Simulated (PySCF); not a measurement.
CH6AlO, CH4AlO (calculated)

Calculation on a computer-drawn molecule: the log of a Hartree-Fock and frozen-core CCSD(T) single point meant for a local Hartree-Fock minimum, with one planted fault or none, to be diagnosed. Offsets are logged minus clean, where the clean run is the same molecule without the fault. The reference is restricted for singlets and unrestricted otherwise, and also for a bond in bohr or an excited solution. Adding or removing an electron swaps singlet and doublet. The excited solution moves the top pair (singlet) or top alpha electron (doublet) to the lowest empty orbital. Highest occupied and lowest empty are orbital energies over both spins, largest force is the largest gradient component, triples share is (T) over the correlation energy, the T1 limit is 0.02 restricted and 0.045 unrestricted, electrons count all cores, a negative frequency is imaginary (commonest isotopes), and the dipole is about the centre of nuclear charge. Program: PySCF 2.14.0.

Common to all runs: logged SCF converged yes; logged spin squared 0; logged CC converged yes; logged SCF stable within its kind yes; possible faults no fault, one electron removed, one electron added, multiplicity raised by two, geometry at a saddle point, SCF held on an excited solution, minimal basis STO-3G, one bond length entered in bohr, all coordinates scaled.

(1) CH6AlO

Logged structure:
```xyz
9
CH6AlO
O     -0.6639     0.6922     0.8890
C     -0.3618    -0.7108     1.0651
Al     1.6388    -1.1453     1.0977
H     -1.5976     0.8109     0.8864
H     -0.8507    -1.2787     0.2570
H     -0.8300    -1.0553     2.0015
H      2.3532    -0.7352    -0.3239
H      2.3839    -0.3909     2.3528
H      1.7092    -2.7835     1.3077
```

* meant charge: -1
* meant multiplicity: 1
* meant basis: aug-cc-pV(D+d)Z
* logged electrons: 34
* logged basis functions: 25
* logged highest occupied: -1.7526 eV
* logged lowest empty: 20.715 eV
* logged largest force: 0.082486 hartree/bohr
* logged T1 diagnostic: 0.0079235
* logged D1 diagnostic: 0.020925
* logged triples share: 0.0085059
* logged dipole magnitude: 5.0951 debye
* logged energy HF: -353.57774 hartree
* logged energy CCSD(T): -353.74086 hartree
* planted fault: minimal basis STO-3G
* HF energy offset from clean run: 2865 kcal/mol
* CCSD(T) energy offset from clean run: 3087 kcal/mol

Drawn bonds:
| atom | other atom | order |
| --- | --- | --- |
| 1 | 2 | 1 |
| 2 | 3 | 1 |
| 1 | 4 | 1 |
| 2 | 5 | 1 |
| 2 | 6 | 1 |
| 3 | 7 | 1 |
| 3 | 8 | 1 |
| 3 | 9 | 1 |

(2) CH4AlO

Logged structure:
```xyz
7
CH4AlO
O     -2.4736    -2.1530    -2.7550
C     -1.5026    -2.2194    -1.8064
Al    -0.7143    -0.6168    -1.0855
H     -2.7608    -3.0172    -3.0095
H     -1.2354    -3.2371    -1.5157
H      0.4086    -0.7996     0.0136
H     -1.1772     0.8089    -1.5783
```

- meant charge: 0
- meant multiplicity: 2
- meant basis: cc-pV(D+d)Z
- logged electrons: 30
- logged basis functions: 71
- logged highest occupied: -16.521 eV
- logged lowest empty: -6.1807 eV
- logged largest force: 0.096661 hartree/bohr
- logged T1 diagnostic: 0.024916
- logged D1 diagnostic: 0.094089
- logged triples share: 0.029232
- logged dipole magnitude: 4.384 debye
- logged energy HF: -356.65741 hartree
- logged energy CCSD(T): -357.07305 hartree
- planted fault: one electron removed
- HF energy offset from clean run: 168.5 kcal/mol
- CCSD(T) energy offset from clean run: 170 kcal/mol

Drawn bonds:
| atom | other atom | order |
| --- | --- | --- |
| 1 | 2 | 1 |
| 2 | 3 | 1 |
| 1 | 4 | 1 |
| 2 | 5 | 1 |
| 3 | 6 | 1 |
| 3 | 7 | 1 |

Notes: T1 above single-reference limit.
